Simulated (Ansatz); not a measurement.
Computed with Ansatz on PBE0-D4/def2-TZVP structures; ΔE is electronic, products minus reactants. CCSD(T)/CBS is the MP2 limit (def2-TZVPP, def2-QZVPP) plus CCSD(T) − MP2 in def2-TZVPP, frozen cores. This one scheme is used for every species. DFT in def2-TZVPP. B3LYP here is the variant with VWN-RPA as its local correlation; programs differ in this. One conformer a species, not always the lowest.

Reaction (formal exchange of groups at the Al–O bond): `[OH][AlH][AlH2]` + `CC` → `C[CH2][AlH][AlH2]` + H₂O

CCSD(T)/CBS gives +1.62 eV.

Q: Another level gave +1.52 eV. Which?
A. revPBE-D4/def2-TZVPP
B. B3LYP-D4/def2-TZVPP
C. B3LYP/def2-TZVPP
D. revPBE/def2-TZVPP

A: A. revPBE-D4 1.52, B3LYP 1.74, B3LYP-D4 1.68, revPBE 1.59 eV.

Largest T1 diagnostic among the species: 0.013.

From BLYP to BHLYP (50 % exact exchange), in def2-TZVPP and without D4, ΔE moves by +0.03 eV. Leaving LDA and LC-ωPBE aside and taking each functional with its dispersion term where it has one, the values, not all of them listed here, spread over 0.22 eV, from revPBE-D4 to B2PLYP. The D4 term adds −0.07 eV with B3LYP and −0.04 eV with PBE0; it sums over pairs of atoms, weighted by their polarisabilities, and B3LYP, whose exchange is more repulsive, gets the larger term.
